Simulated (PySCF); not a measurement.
## [IrS2]+: double against triple zeta

Base calculation in PySCF with density fitting and no spin–orbit coupling, PBE/def2-SVP (scalar-relativistic core potentials): triplet, C2v, Ir–S 2.074 Å (×2); S–Ir–S 114.9°; wavenumbers 153, 505, 532 cm⁻¹; dipole moment about the centre of mass 0.83 D, polar-tensor charge of Ir 0.80 e.

Question: What changes on going to PBE/def2-TZVP (scalar-relativistic core potentials)?

Answer: The point group stays the same. Changes: mean bond to Ir -0.019 Å, smallest bond angle +0.8 degrees, highest wavenumber +15 cm⁻¹, lowest wavenumber -2 cm⁻¹, dipole moment about the centre of mass +0.07 D, polar-tensor charge of Ir -0.01 e. The new structure has Ir–S 2.055 Å (×2); S–Ir–S 115.7°, with wavenumbers 151, 522, 547 cm⁻¹. The larger basis shortens the bonds, as added polarisation functions usually do.

Spin–orbit coupling can matter for IrS₂⁺ and is left out. Open d or f shells are single determinants, so the state found may not be the ground state. Only the bonding shown was studied: isomers, or loss of a ligand pair, can lie lower.
